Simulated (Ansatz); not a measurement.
Species: C$_{2}$H$_{6}$AlCl, net charge 0, singlet state. SMILES: [CH3][Al]([CH3])[Cl]
Geometry: optimised at B3LYP-D3(BJ)/def2-TZVP (Ansatz, a quantum-chemistry and plane-wave program).

Wanted: vertical ionisation energy (to the doublet state of charge +1; each state is the SCF solution reached for its spin), in eV. Correlated levels leave the core frozen unless marked. UHF or UKS for open shells. Spin-orbit coupling is left out. Non-relativistic. Basis-set limits of correlation are two-point, X^-3; Hartree-Fock from the larger set. The bracket is a focal-point correction in the basis named.

Level to compare with: RI-MP2/CBS(aug-cc-pV(T+d)Z,aug-cc-pV(Q+d)Z)+[CCSD(T)-MP2]/aug-cc-pV(T+d)Z (Ansatz), 10.38 eV. It is a level with limits of its own, and the differences hold the functionals' basis error too.

Q: Rank these functionals by how close they come to RI-MP2/CBS(aug-cc-pV(T+d)Z,aug-cc-pV(Q+d)Z)+[CCSD(T)-MP2]/aug-cc-pV(T+d)Z, closest first: wB97X-V/def2-TZVPD (Ansatz); BHLYP/def2-TZVPD (Ansatz); B3LYP/def2-TZVPD (Ansatz).

A: wB97X-V/def2-TZVPD (range-separated hybrid with VV10, 10.22 eV, difference -0.16), BHLYP/def2-TZVPD (global hybrid, 10.06 eV, difference -0.32), B3LYP/def2-TZVPD (global hybrid, 9.84 eV, difference -0.54)
